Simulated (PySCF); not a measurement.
CH5FO2Si2, SMILES O=C(O)[Si@@H](F)[SiH3].

Geometry optimised at ωB97X-D3(BJ)/def2-SVP. The structure was generated by enumeration; whether it is a known compound was not checked. The values are those of a single conformer.

Two levels are set side by side: PBE/def2-TZVP (PySCF) and M06-2X/def2-TZVP (PySCF). Same geometry, gas phase. Differences are taken from unrounded values.

```json
[
 {"quantity": "orbital gap (eV)", "PBE": "4.50"},
 {"quantity": "highest occupied level (eV)", "PBE": "-6.63"},
 {"quantity": "lowest empty level (eV)", "PBE": "-2.13"},
 {"quantity": "dipole moment (D)", "PBE": "0.39"},
 {"quantity": "mean polarisability (bohr³)", "PBE": "76.1"}
]
```

These are the PBE values. What does M06-2X give? (An estimate is asked for; the answer gives what the named calculation found.)


| quantity | M06-2X | PBE minus M06-2X |
|---|---|---|
| orbital gap (eV) | 9.38 | -4.88 |
| highest occupied level (eV) | -9.52 | 2.89 |
| lowest empty level (eV) | -0.14 | -1.99 |
| dipole moment (D) | 0.26 | 0.12 |
| mean polarisability (bohr³) | 71.0 | 5.1 |

Without exact exchange PBE keeps part of each electron's self-repulsion, which lifts occupied levels and narrows the gap. PBE's more diffuse valence density responds more strongly to a field. Differences between two approximate levels are no errors against the true value.

Rough cost on one machine, each run with all the roots and properties that it gave: M06-2X against PBE about 3 times.
